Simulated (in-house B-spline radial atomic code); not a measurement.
Settings and results of a run for Ge+ (an excited or competing configuration). Method: scalar-relativistic (X2C) TPSSh, spin-polarised, spherical fractional occupations, Fermi nucleus of rms radius 4.0742 fm. Calculated with a radial B-spline atomic code at the basis-set limit.

Command:
```bash
python run_scf.py task.json out
```
Settings (nuclear radius in fm, mass in u):
```
Z                32
configuration    [Ar] 3d9 4s2 4p1 5s1
hamiltonian      x2c
method           tpssh
spin_polarised   True
nucleus          fermi
rms_radius       4.0742
atomic_mass      73.92118
speed_of_light   137.035999084
```

Output (hartree, bohr):
```
 radial grid: 82 intervals, B-splines of order 8, outer radius 60 bohr

 iter        energy (Eh)    residual
    1       -2096.930687    5.05e-02
    2       -2096.933274    1.63e-03
    3       -2096.933314    9.06e-04
    4       -2096.933317    5.93e-04
    5       -2096.933319    1.81e-04
    6       -2096.933319    4.79e-05
    7       -2096.933319    1.55e-05
    8       -2096.933319    3.65e-06
    9       -2096.933319    9.28e-07
   10       -2096.933319    5.08e-08

 total energy                     -2096.93332
 kinetic                            2141.2091
 electron-nucleus                  -5033.8334
 Hartree                             874.7803
 exact exchange                       -7.6961
 exchange-correlation                -71.3933

 orbital      occ     eigenvalue          <r>       <r^2>       <1/r>       r_max
 1s up      1.000      -404.8185    0.0465934  0.00293368     33.0365     0.03028
 1s down    1.000      -404.8156    0.0465932  0.00293365     33.0366     0.03028
 2s up      1.000       -51.8358     0.209499   0.0518367     7.22055      0.1758
 2s down    1.000       -51.8048     0.209422   0.0517953     7.22332      0.1757
 2p up      3.000       -45.3550     0.183602   0.0413153     6.97617       0.141
 2p down    3.000       -45.3274     0.183519   0.0412734     6.97854       0.141
 3s up      1.000        -7.3344     0.618516    0.440654     2.31985      0.5401
 3s down    1.000        -7.2691     0.619171    0.441545     2.31604      0.5404
 3p up      3.000        -5.3334     0.638932    0.479309     2.15522      0.5404
 3p down    3.000        -5.2655     0.639851    0.480621     2.15105      0.5408
 3d up      5.000        -2.0688     0.698545    0.613098     1.84191       0.497
 3d down    4.000        -1.9829     0.701474    0.618347     1.83552      0.4983
 4s up      1.000        -1.0295      1.86233     3.94152    0.706668       1.616
 4s down    1.000        -0.9631      1.87384     3.99877    0.703722       1.617
 4p up      1.000        -0.6233      2.23497     5.75703     0.58228       1.878
 5s up      1.000        -0.2627      4.86644     26.3923    0.261414       4.506
```

Cost of the run: 0.37 s on 1 thread of Arm Neoverse V2, with other jobs on the host.

Caution: exact exchange at fractional occupations of open shells leaves self-interaction of up to several eV.

One-electron X2C: radii and densities carry no picture-change correction, so inner-shell <1/r> comes out high (for 1s by about 2 % at Z = 33, 5 % at 54, 10 % at 75, 30 % at 118) and <r> low.
